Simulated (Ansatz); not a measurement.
SiCl4⁺. The state is a doublet with charge 1. Geometry PBE-D4/def2-SVP, that of the neutral singlet; atoms count from 1.

```xyz
5

Si    0.0002   -0.0003    0.0007
Cl   -1.5989    1.0895    0.6828
Cl    1.4693   -0.0318    1.4330
Cl    0.7325    0.8617   -1.7113
Cl   -0.6031   -1.9190   -0.4053
```

Problem. Estimate the Mulliken populations from the PBE0/def2-TZVP orbitals of Ansatz.

Solution. 
| atom | charge (e) | spin (α − β) |
| --- | --- | --- |
| Si1 | 0.61 | -0.08 |
| Cl2 | 0.10 | 0.27 |
| Cl3 | 0.10 | 0.27 |
| Cl4 | 0.10 | 0.27 |
| Cl5 | 0.10 | 0.27 |
Mulliken values depend strongly on the basis.

Problem. Where does the spin sit?

Solution. Summed by element: Si -0.08, Cl 1.08, of 1 unpaired in all. Largest on single atoms: Cl4 0.27, Cl2 0.27, Cl5 0.27.

Problem. And the Mayer bond orders between heavy atoms (over 0.3)?

Solution. Si1–Cl2 1.23 (2.05 Å); Si1–Cl3 1.23 (2.05 Å); Si1–Cl4 1.23 (2.05 Å); Si1–Cl5 1.23 (2.05 Å).
